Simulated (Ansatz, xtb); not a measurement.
## Isomers of C8H4N2 in order of energy

4 gas-phase structures of C8H4N2, from a drawn sample of its isomers (lower ones may exist). Each was relaxed with GFN2-xTB:

A. `C#Cc1cnc(C#C)nc1`, a singlet
B. `C#Cc1cncnc1C#C`, a singlet
C. `C#Cc1ccnc(C#C)n1`, a singlet
D. `C#Cc1cc(C#C)ncn1`, a singlet

Make a reasoned guess at their ranking by r2SCAN-D4/def2-SVP single-point energy.

Calculated order at r2SCAN-D4/def2-SVP: B (0.0), A (2.0), D (5.4), C (10.4) kJ/mol. Less than 1 kcal/mol parts B and A; A and D, so the order within those pairs means little.

Energies above the lowest of each column, in kJ/mol; the last columns are at B3LYP-D3(BJ)/def2-SVP geometries:

| structure | GFN2-xTB | HF/STO-3G | r2SCAN-D4/def2-SVP | B3LYP-D3(BJ)/def2-SVP | CCSD(T)/def2-SVP + ΔMP2/def2-TZVPP |
| --- | --- | --- | --- | --- | --- |
| B | 0.0 | 0.0 | 0.0 | 0.0 | 0.0 |
| A | 3.3 | 0.6 | 2.0 | 2.5 | 4.2 |
| D | 4.1 | 1.5 | 5.4 | 5.3 | 3.1 |
| C | 8.7 | 3.9 | 10.4 | 10.5 | 9.3 |

Every level run on B puts it lowest or level with the lowest. CCSD(T)/def2-SVP + ΔMP2/def2-TZVPP orders those it was run on as B (0.0), D (3.1), A (4.2), C (9.3) kJ/mol. Less than 1 kcal/mol parts B and D; D and A, so the order within those pairs means little. ΔMP2 is the change of the MP2 energy from the smaller to the larger basis.

Over these structures GFN2-xTB departs from r2SCAN-D4/def2-SVP by 1.1 kJ/mol on average once a common shift is removed. A GFN2-xTB relaxation took about 0.26 s and the r2SCAN-D4/def2-SVP energy about 6.8 s on a shared host (Ansatz 0.2.0, xtb 6.7.1).
